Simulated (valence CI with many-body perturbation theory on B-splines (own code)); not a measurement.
From CI to CI+MBPT in Bi LXII

Computed by relativistic CI+MBPT: four valence electrons over a frozen Dirac-Fock core [Ar], a basis of 9 s, 9 p, 10 d, 8 f, 5 g, 3 h, 1 i functions for each j, with the one-electron correlation potential Σ1, the two-electron term Σ2, the three-electron term Σ3, Breit, model QED; selected CI, second order for the rest (own B-spline code, finite nucleus).

No measured spectrum was set against this ion. As an estimate, large intervals hold to a few tenths of a per cent, small ones and those within an open d or f shell to about a per cent. The list stops below the first excitations out of the core. Only levels of the ground parity were solved; by the run's estimate the other parity begins above the list, which can be wrong where configurations are misplaced.

Each rung adds one term. CI alone is the Dirac-Coulomb CI over the frozen core; QED comes last and gives the full result, which names the levels. Energies are above (3d3/2^4) J=0 on the same rung, in cm⁻¹.

Levels are named by their leading jj configuration (3d3/2^4 stands for four electrons in 3d with j = 3/2), which in mixed levels can hold well under half, so a name can repeat and another be missing. Letters in brackets count levels of one name in rising energy.

| Level | CI alone |
| --- | --- |
| (3d3/2^3 3d5/2) J=1 | 940043 |
| (3d3/2^3 3d5/2) J=4 | 1066990 |
| (3d3/2^3 3d5/2) J=2 | 1098370 |
| (3d3/2^3 3d5/2) J=3 | 1128960 |
| (3d3/2^2 3d5/2^2) J=2 [a] | 1961790 |
| (3d3/2^2 3d5/2^2) J=0 | 1962440 |
| (3d3/2^2 3d5/2^2) J=4 [a] | 2001570 |
| (3d3/2^2 3d5/2^2) J=3 [a] | 2017230 |
| (3d3/2^2 3d5/2^2) J=5 | 2059410 |
| (3d3/2^2 3d5/2^2) J=6 | 2094910 |
| (3d3/2^2 3d5/2^2) J=1 | 2103590 |
| (3d3/2^2 3d5/2^2) J=3 [b] | 2131490 |
| (3d3/2^2 3d5/2^2) J=4 [b] | 2146580 |
| (3d3/2^2 3d5/2^2) J=2 [b] | 2158880 |
| (3d3/2^2 3d5/2^2) J=2 [c] | 2271490 |

Question: What do these energies become with core correlation, Breit and QED?

Answer: (3d3/2^3 3d5/2) J=1 930018 (-10025); (3d3/2^3 3d5/2) J=4 1035900 (-31094); (3d3/2^3 3d5/2) J=2 1076760 (-21609); (3d3/2^3 3d5/2) J=3 1105580 (-23385); (3d3/2^2 3d5/2^2) J=2 [a] 1937560 (-24229); (3d3/2^2 3d5/2^2) J=0 1940480 (-21957); (3d3/2^2 3d5/2^2) J=4 [a] 1963480 (-38089); (3d3/2^2 3d5/2^2) J=3 [a] 1984920 (-32308); (3d3/2^2 3d5/2^2) J=5 2011420 (-47994); (3d3/2^2 3d5/2^2) J=6 2034880 (-60030); (3d3/2^2 3d5/2^2) J=1 2071870 (-31715); (3d3/2^2 3d5/2^2) J=3 [b] 2090440 (-41051); (3d3/2^2 3d5/2^2) J=4 [b] 2096590 (-49990); (3d3/2^2 3d5/2^2) J=2 [b] 2117900 (-40972); (3d3/2^2 3d5/2^2) J=2 [c] 2238390 (-33105).

Question: How does the ionisation energy move along the ladder, and which term matters most?

Answer: CI alone 6643.4, + Σ1 6646.1, + Σ2 6655.3, + Σ3 6655.5, + Breit 6647.8, + QED 6648.2 eV. The largest step is Σ2, 9.1 eV. NIST lists 6648 ± 12 eV (theoretical).
